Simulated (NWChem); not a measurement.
# C₄H₇ cation

```xyz
11

C     -1.1552     0.8111     0.0014
C     -0.0004     0.0375    -0.0031
C      1.1754     0.7792     0.0030
C     -0.0176    -1.4603    -0.0061
H     -2.1526     0.3545     0.0336
H     -1.1088     1.9060    -0.0192
H      2.1601     0.2954     0.0364
H      1.1594     1.8750    -0.0177
H     -0.9558    -1.8527     0.4073
H      0.0773    -1.8341    -1.0384
H      0.8197    -1.8704     0.5748
```
Atoms are numbered in this order, from 1.

All runs: NWChem. Pople sets run with spherical d functions. STO-3G and 3-21G are far too small for this property and stand as cheap habits. Coordinates come from a PBE0/def2-SVP optimisation. GIAO values for the isolated, static molecule; σ is the absolute isotropic shielding, δ = σ(reference) − σ with the isolated reference molecule computed at the same levels (13C: tetramethylsilane, 1H: tetramethylsilane).

Question: Order these runs by computing time, cheapest first, and give rough ratios: Hartree-Fock/STO-3G; PBE0/pcSseg-1; Hartree-Fock/6-31G*.

Answer: Hartree-Fock/STO-3G (1), Hartree-Fock/6-31G* (5), PBE0/pcSseg-1 (20). Ratios are rough, from one shared machine; the cheapest took very roughly 2.2 core-seconds. What differs between the cheapest and the dearest: δ C1 (ppm) 207.8 → 242.3; δ C2 (ppm) 138.5 → 170.6; δ C4 (ppm) 25.5 → 20.7; δ H5 (ppm) 11.81 → 10.09.
